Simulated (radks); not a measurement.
Results of a calculation; reference values are marked as such.
The copper ion Cu+ inside a hard spherical wall (all orbitals vanish at R), configuration held at [Ar] 3d10 and not refilled when levels cross. Level of theory: non-relativistic Kohn-Sham, PBE, spin-polarised, spherical densities, point nucleus (a radial shooting solver on a logarithmic mesh with Libxc functionals). Eigenvalues in eV for spin up, with the zero of energy where the potential of the charges vanishes at infinity; a dash marks a level that is unbound or too diffuse for the functional's potential to be trusted. A positive occupied level is held by the wall or, in an anion where self-interaction has pushed it up, behind a barrier. The pressure on the wall is -dE/dV.

| R (bohr) | E (hartree) | kinetic (hartree) | e(2p) | e(3s) | e(3p) | e(3d) | e(4s, empty) | e(4p, empty) | pressure (GPa) |
|---|---|---|---|---|---|---|---|---|---|
| free | -1639.99952 | 1638.820 | -919.94 | -119.49 | -79.675 | -13.752 | -11.588 | -6.471 | 0 |
| 20 | -1639.99952 | 1638.820 | -919.94 | -119.49 | -79.675 | -13.752 | -11.588 | -6.471 | < 0.0001 |
| 12 | -1639.99952 | 1638.820 | -919.94 | -119.49 | -79.675 | -13.752 | -11.588 | -6.470 | < 0.0001 |
| 10 | -1639.99952 | 1638.820 | -919.94 | -119.49 | -79.675 | -13.751 | -11.588 | -6.458 | < 0.0001 |
| 7 | -1639.99933 | 1638.822 | -919.92 | -119.47 | -79.655 | -13.733 | -11.536 | -6.179 | 0.0162 |
| 4 | -1639.95919 | 1639.068 | -918.22 | -117.94 | -78.149 | -12.290 | -8.242 | -0.346 | 10.7 |
| 3.5 | -1639.89840 | 1639.372 | -916.50 | -116.45 | -76.696 | -10.852 | -4.947 | 4.259 | 36.1 |
| 3 | -1639.73610 | 1640.099 | -912.99 | -113.57 | -73.876 | -7.953 | 2.025 | 13.235 | 135 |
| 2.5 | -1639.26072 | 1642.071 | -905.50 | -107.81 | -68.225 | -1.804 | 18.054 | 32.384 | 603 |
